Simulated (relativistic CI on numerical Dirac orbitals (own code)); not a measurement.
Hg4+: 5p photoemission

Computed with this model: Dirac-Coulomb-Breit CI, separate exchange-only KLI orbitals for each configuration, model QED (radiative potential, 1s self-energy scaled to tabulated hydrogen-like ionisation energies), valence Slater integrals scaled by 0.9, multiplet model of photoemission in the sudden approximation; configurations [Xe] 4f14 5d8 → [Kr] 4d10 4f14 5s2 5p5 5d8; 300 K; Lorentzian 1.5 eV and Gaussian 0.6 eV FWHM. Energies are those of the free ion, without screening or charge transfer. The energies are binding energies and can lie tens of eV above those of solids. S is read from ⟨S²⟩ = S(S + 1).

Field parameters in Wybourne normalisation: Oh B⁴₀ = 21Dq, B⁴₄ = √(5/14) B⁴₀; Td as Oh with Dq negative (B⁴₀ = 21Dq, B⁴₄ = √(5/14) B⁴₀). The field is a parameter set, without covalency.

free ion: ground-state S = 0.97, centroid 130.43 eV. Peaks (eV, height): 119.4 (100), 121.2 (56), 123.8 (63), 129.2 (59), 132.4 (17), 144.0 (72), 146.8 (58).

Td, 10Dq = -15750 cm⁻¹: ground-state S = 0.98, centroid 130.44 eV. Peaks (eV, height): 119.8 (100), 124.6 (45), 129.8 (45), 145.0 (70), 147.8 (26).

Oh, 10Dq = 28900 cm⁻¹: ground-state S = 0.99, centroid 130.51 eV. Peaks (eV, height): 120.4 (100), 122.2 (59), 126.2 (36), 127.6 (29), 143.4 (51), 146.0 (35), 148.4 (15).

Oh, 10Dq = 16900 cm⁻¹: ground-state S = 0.98, centroid 130.48 eV. Peaks (eV, height): 120.0 (100), 121.8 (57), 125.2 (43), 128.4 (27), 130.2 (33), 143.4 (51), 145.2 (42), 147.2 (25).

Strongest unbroadened transitions for Oh, 10Dq = 28900 cm⁻¹:

```csv
Energy (eV),Relative strength
120.33,49.2
120.42,100.0
122.00,17.1
122.49,53.5
124.59,8.3
125.44,9.5
126.15,27.2
127.66,4.4
127.88,12.4
129.26,6.8
130.33,5.9
131.35,8.7
132.12,5.2
142.83,49.4
143.81,50.7
146.11,39.6
146.27,5.6
148.65,13.5
```
